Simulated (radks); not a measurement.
Neutral bismuth inside a hard spherical wall (all orbitals vanish at R), configuration held at [Hg] 6p3 and not refilled when levels cross. All-electron calculation, scalar-relativistic Kohn-Sham, PBE, spin-polarised, spherical densities, finite nucleus; open shells are filled with parallel spins first (spin-orbit coupling, left out, can overturn this in heavy ions); Fermi nuclear charge, rms radius 5.5211 fm. Program: a radial shooting solver on a logarithmic mesh with Libxc functionals. Eigenvalues in eV for spin up, with the zero of energy where the potential of the charges vanishes at infinity; a dash marks a level that is unbound or too diffuse for the functional's potential to be trusted. A positive occupied level is held by the wall or, in an anion where self-interaction has pushed it up, behind a barrier. The pressure on the wall is -dE/dV.

\begin{tabular}{lrrrrrrrrr}
R (bohr) & E (hartree) & kinetic (hartree) & e(5p) & e(5d) & e(6s) & e(6p) & e(7s, empty) & e(6d, empty) & pressure (GPa) \\ \hline
free & -21524.3191 & 24395.212 & -95.649 & -26.974 & -14.953 & -5.181 & - & - & 0 \\
20 & -21524.3191 & 24395.212 & -95.649 & -26.974 & -14.953 & -5.181 & - & - & < 0.0001 \\
15 & -21524.3191 & 24395.212 & -95.649 & -26.974 & -14.953 & -5.180 & -0.741 & 0.770 & < 0.0001 \\
10 & -21524.3187 & 24395.216 & -95.615 & -26.940 & -14.924 & -5.154 & -0.180 & 1.555 & 0.0110 \\
5 & -21524.1610 & 24396.077 & -92.562 & -24.007 & -12.566 & -2.152 & 13.124 & 10.063 & 18.9 \\
4 & -21523.7135 & 24398.131 & -88.429 & -20.154 & -8.918 & 3.153 & 31.385 & 20.429 & 126 \\
3.5 & -21523.0505 & 24400.981 & -84.311 & -16.371 & -4.584 & 9.415 & 50.828 & 31.391 & 374 \\
3 & -21521.4548 & 24407.560 & -77.102 & -9.681 & 4.444 & 22.064 & 86.473 & 51.577 & 1280 \\
2.5 & -21517.1063 & 24424.656 & -63.423 & 3.724 & 25.859 & 50.737 & 158.11 & 92.518 & 5350 \\
2 & -21503.1251 & 24475.816 & -34.637 & 35.252 & 85.536 & 125.55 & 321.36 & 186.85 & 29100 \\
\end{tabular}
